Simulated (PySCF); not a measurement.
Ga(F)(OH)2(NH3), H5FGaNO2, singlet at its CAM-B3LYP/def2-SVP optimised geometry (Å):

```
10

Ga    -0.6273    -0.3661     0.0000
F     -1.3532    -1.7609    -0.8166
O      1.1649    -0.3661     0.0000
H      1.5464    -1.0716    -0.5336
O     -1.5464     1.1719     0.0000
H     -1.3805     1.7609    -0.7424
N     -1.1769    -0.8594     1.9215
H     -0.3719    -0.9851     2.5364
H     -1.7248    -1.7213     1.9029
H     -1.7593    -0.0972     2.2748
```

Computed with CAM-B3LYP/def2-TZVP (PySCF 2.14.0). Cells within 0.4 Å of a nucleus heavier than hydrogen are left out (blank, or x).

Map of the deformation density (molecule minus spherical neutral atoms) (e/bohr³) on the plane z = 0.0 Å:

```
|1111111111111111111111111111111|
|1111111111111111111111111111111|
|1111111111111111111111111111111|
|1111111111111111111111111111111|
|1111111111111111111111111111111|
|1111111111111111111111111111111|
|1111111111111111111111111111111|
|1111111111111111111111111111111|
|1111111111211111111111111111111|
|1111111222321111111111111111111|
|11111123xxx32111111111111111111|
|11111124xxx43211111111111111111|
|111111235x453210111111111111111|
|1111111234442100111121111111111|
|1111111122210000122332211111111|
|1111111111101x00233x94211111111|
|111111110000xxx025xxx4111111111|
|111111110000xxx0354xx1111111111|
|1111111110000001233233111111111|
|1111111111110001122232101111111|
|1111111112221000111111001111111|
|1111111112221111111100001111111|
|1111111112221111111110111111111|
|1111111111211111111111111111111|
|1111111111111111111111111111111|
|1111111111111111111111111111111|
|1111111111111111111111111111111|
|1111111111111111111111111111111|
|1111111111111111111111111111111|
|1111111111111111111111111111111|
|1111111111111111111111111111111|
```
Scale: ten equal steps from -0.015 (start of '0') to 0.091 (end of '9'), in the order '0123456789'; x runs from -4.00 to 4.00, y from -4.00 (bottom) to 4.00 (top).
